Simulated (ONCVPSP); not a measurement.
# N, ONCV: configuration errors across variants

| Property | Result |
| --- | --- |
| Element | N (Z = 7) |
| Generator | ONCVPSP 4.0.1 |
| Type | optimised norm-conserving Vanderbilt (ONCV) |
| Functional | PBE |
| Relativity | scalar-relativistic |
| Frozen core | [He] |
| Valence charge | 5 |
| Reference configuration | 2s2 2p2 (charge +1) |
| Partial waves | 2s: rc 0.85 bohr, ncon 4, nbas 7, qcut 8.7 1/bohr, 2 projectors, debl 3.6 Ha; 2p: rc 2.15 bohr, ncon 3, nbas 7, qcut 6.5 1/bohr, 2 projectors, debl 1.1 Ha; d scattering state at 0.16 Ha: rc 1.85 bohr, ncon 4, nbas 8, qcut 5.9 1/bohr, 2 projectors, debl 2.2 Ha |
| Local potential | polynomial inside 0.65 bohr (lpopt 5, dvloc0 0 Ha) |
| Core correction | Teter function fitted to the true core (icmod 2), fcfact 0.25 |

All-electron excitation energies from the reference (eV): (1) 2s2 2p3 -13.591; (2) 2s2 2p1 28.854; (3) 2s2 2p0 75.935; (4) 2s1 2p3 11.781.

1 further variants failed, have other tests or too few solved ones, and are left out.

A true bound ghost makes a file unfit for plane-wave use even where its test errors are small: the radial tests pick states by their node count and pass the ghost by.

Errors AE − PS in meV (a dash: test not solved or not reliable):

| change | (1) | (2) | (3) | (4) | bound ghosts | GHOST(+) flags above zero |
| --- | --- | --- | --- | --- | --- | --- |
| base | +96 | +288 | +1703 | -2.7 | none | none |
| all radii but the core radius scaled by about 0.89 (s 0.76, p 1.92, d 1.64 bohr); local potential polynomial inside 0.58 bohr (lpopt 5, dvloc0 0 Ha) | +71 | +224 | +1361 | +2.7 | none | s, d |
| all radii but the core radius scaled by about 0.96 (s 0.82, p 2.06, d 1.78 bohr); local potential polynomial inside 0.62 bohr (lpopt 5, dvloc0 0 Ha) | +86 | +264 | +1573 | -0.6 | none | none |
| all radii but the core radius scaled by about 1.07 (s 0.90, p 2.30, d 1.98 bohr); local potential polynomial inside 0.70 bohr (lpopt 5, dvloc0 0 Ha) | +115 | +335 | +1929 | -6.6 | none | d |
| all radii but the core radius scaled by about 1.15 (s 0.98, p 2.46, d 2.12 bohr); local potential polynomial inside 0.74 bohr (lpopt 5, dvloc0 0 Ha) | +136 | +381 | +2169 | -11 | none | d |
| all radii but the core radius scaled by about 1.18 (s 1.00, p 2.54, d 2.18 bohr); local potential polynomial inside 0.76 bohr (lpopt 5, dvloc0 0 Ha) | +146 | +403 | +2280 | -14 | none | d |
| all radii but the core radius scaled by about 1.25 (s 1.06, p 2.68, d 2.30 bohr); local potential polynomial inside 0.80 bohr (lpopt 5, dvloc0 0 Ha) | +174 | +463 | +2577 | -21 | none | d |
| all radii but the core radius scaled by about 1.32 (s 1.12, p 2.84, d 2.46 bohr); local potential polynomial inside 0.86 bohr (lpopt 5, dvloc0 0 Ha) | +205 | +525 | +2884 | -30 | none | d |

(1) Give the same row for: all radii but the core radius scaled by about 0.83 (s 0.70, p 1.78, d 1.54 bohr); local potential polynomial inside 0.54 bohr (lpopt 5, dvloc0 0 Ha).

Answers

(1) +57, +187, +1151, +6.4; bound ghosts: s, d; GHOST(+) flags above zero: none.
